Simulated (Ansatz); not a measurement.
Li₄Se₂⁺: single points at one geometry.

```yaml
crystal:
  periodic: [false, false, false]
  atoms:
    - {symbol: Li, position_ang: [-1.249439, 0.688699, 1.166325]}
    - {symbol: Li, position_ang: [-1.257954, 1.684371, -1.730393]}
    - {symbol: Li, position_ang: [-1.070528, -1.245346, -0.832999]}
    - {symbol: Li, position_ang: [2.491062, -0.517986, 0.679812]}
    - {symbol: Se, position_ang: [0.255496, -1.368086, 1.360520]}
    - {symbol: Se, position_ang: [0.831374, 0.758338, -0.643276]}
basis:
  gaussian: {orbitals: 6-31G}
total_charge: 1
magnetization: {spin_polarized: true, initial_magnetization: 3}
hamiltonian: {xc: {name: B3LYP}, dispersion: d4}
scf: {omitted_lower_state_checks: [starts]}
output: {orbitals: {seedname: orbitals}}
```

The file start.molden holds the orbitals of an earlier run on this structure, at another level or in another basis.

```sh
$ ansatz run in.yaml --threads 4 --pin off --events-out ev --progress --plain --max-ram 3916MiB
```

Shortened log:

```
Functional definition: B3LYP
1007 factors; integrals over basis functions are off by at most 1.3e-4 eV
mean field evaluation 1: about -131494.0212 eV, gradient 2.2e1 eV
mean field evaluation 2: about -131493.3293 eV, gradient 2.9e1 eV
mean field evaluation 4: about -131497.7767 eV, gradient 7.3e0 eV
mean field evaluation 8: about -131498.2580 eV, gradient 1.4e-1 eV
mean field evaluation 16: about -131498.2582 eV, gradient 3.0e-4 eV
mean field -131498.25824323 eV, -4832.4718577181 hartree, gradient 1.4e-5 eV, S^2 3.757491; 0 other end points of the search recorded, 0 dependent functions left out
reference -131498.25851211 eV, -4832.4718675990 hartree; 41, 38 occupied and 53, 56 virtual orbitals, 1007 factors
Total energy: -131498.47832390 eV, -4832.4799455335 hartree
Checks for a lower state left out: starts
```

Run time 4 s (4 threads of Arm Neoverse V1 on a shared host).

First input, but with `gaussian: {orbitals: def2-TZVP, initial_orbitals: start.molden}`, `hamiltonian: {xc: hse06, dispersion: d4}` (abridged; 6 s):

```
Functional definition: HSE06
mean field -131498.29533163 eV, -4832.4732206915 hartree, gradient 3.1e-5 eV, S^2 3.762021
Total energy: -131498.40328265 eV, -4832.4771878185 hartree
Checks for a lower state left out: starts
```

As the first input, with `gaussian: {orbitals: def2-TZVP, initial_orbitals: start.molden}`, `hamiltonian: {xc: lda}` (abridged; 1.7 s):

```
Functional definition: SPW92
mean field -131314.82028701 eV, -4825.7306371654 hartree, gradient 7.2e-6 eV, S^2 3.752317
Total energy: -131314.82035208 eV, -4825.7306395567 hartree
Checks for a lower state left out: starts
```

First input, but with `gaussian: {orbitals: def2-TZVP, initial_orbitals: start.molden}`, `hamiltonian: {xc: {text: "exchange = 0.95*pbe_x + 0.05*exact_x\ncorrelation = pbe_c"}}` (abridged; 4.6 s):

```
Functional definition: unnamed
mean field -131494.58557280 eV, -4832.3368895690 hartree, gradient 1.8e-5 eV, S^2 3.755810
Total energy: -131494.58564736 eV, -4832.3368923090 hartree
Checks for a lower state left out: starts
```

As the first input, with `gaussian: {orbitals: def2-TZVP, initial_orbitals: start.molden}`, `hamiltonian: {xc: {name: B97M-V}}` (abridged; 14 s):

```
Functional definition: B97M-V
mean field -131494.28675765 eV, -4832.3259083150 hartree, gradient 2.3e-5 eV, S^2 3.762112
Total energy: -131494.28686228 eV, -4832.3259121598 hartree
Checks for a lower state left out: starts
```

As the first input, with `gaussian: {orbitals: def2-TZVP, initial_orbitals: start.molden}`, `hamiltonian: {xc: {text: "exchange = 0.65*pbe_x + 0.35*exact_x\ncorrelation = pbe_c"}}` (abridged; 8.5 s):

```
Functional definition: unnamed
mean field -131500.06397158 eV, -4832.5382170107 hartree, gradient 2.3e-5 eV, S^2 3.766568
Total energy: -131500.06402322 eV, -4832.5382189086 hartree
Checks for a lower state left out: starts
```

As the first input, with `gaussian: {orbitals: def2-TZVP, initial_orbitals: start.molden}`, `hamiltonian: {xc: r2scan, dispersion: d4}` (abridged; 9.5 s):

```
Functional definition: r2SCAN
mean field -131514.76692864 eV, -4833.0785407168 hartree, gradient 1.6e-5 eV, S^2 3.760410
Total energy: -131514.79207545 eV, -4833.0794648449 hartree
Checks for a lower state left out: starts
```

Geometry: PBE-D4/def2-SVP.

The 6-31G sets use Cartesian d functions. B3LYP takes the VWN-RPA correlation. HSE06 is defined as in plane-wave codes, on full-range PBE exchange. At PBE0-D4/def2-TZVP a doublet of charge 1 lies 3.16 eV below the quartet, each at its own geometry. The structure comes from a short search, and lower isomers may exist.
